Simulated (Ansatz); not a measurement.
Species: BAsH3, charge 0, doublet. BAsH3 (SMILES [AsH]B, doublet).
B3LYP-D3(BJ)/def2-TZVP minimum from Ansatz (a program for electronic structure):
```
B
H 1 1.1896
H 1 1.1900 2 120.06
As 1 2.0090 2 120.67 3 175.15
H 4 1.5308 1 95.18 2 34.22
```
Charge 0, spin multiplicity 2.

Total energies in cc-pVTZ, 11 correlated electrons, 15 frozen orbitals. Open shells are spin-unrestricted; no spin-orbit coupling. Cores are frozen in correlated methods (noble-gas shells, and filled d and f shells in the p block). No relativity.

```tsv
method	program	energy (Eh)	minus CCSDT(Q) (mEh)
HF	Ansatz	-2260.64155	265.37
MP2	Ansatz	-2260.85984	47.08
CCSD	Ansatz	-2260.89605	10.87
CCSD(T)	Ansatz	-2260.90526	1.66
CCSDT(Q)	Ansatz	-2260.90692	0.00
```

Rough core times of Ansatz's runs on a shared machine: CCSD(T) 30 s, CCSDT(Q) 50 min.
